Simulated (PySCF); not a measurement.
Gas-phase reaction: 3 SnH2 + 6 F = 2 SnHF3 + SnH4

Computed with PySCF and rigid-rotor harmonic-oscillator thermochemistry at 1 bar. † marks an energy on the PBE0/def2-TZVP geometry and frequencies; other levels use their own. MP2 and CCSD(T) freeze the core. Open shells (unrestricted): F (multiplicity 2); the rest are closed-shell singlets. Spin-orbit splitting is ignored; it lowers the true energy and changes the entropy of F. Sn: scalar-relativistic def2 core potential, no spin-orbit coupling. SnH2, SnHF3: computed as isolated molecules; such fragments, hydroxides, amides, oligomers or adducts are transient or little studied in the gas. MP2 isn't extrapolated to the basis-set limit. CCSD(T) isn't extrapolated to the basis-set limit.

MP2/def2-SVP† gives ΔH°(298 K) = -2588 kJ.

Question: What do ωB97X-V/def2-TZVP†, CCSD(T)/def2-TZVPP†, PBE0/def2-TZVP give?

Answer: ωB97X-V/def2-TZVP†: -2624 kJ; CCSD(T)/def2-TZVPP†: -2536 kJ; PBE0/def2-TZVP: -2534 kJ. For scale, ΔH°(298 K) is -2588 kJ at this level, -2593 kJ at ωB97M-V/def2-TZVP†, and runs from -3116 to -1783 kJ over the 18 levels computed.
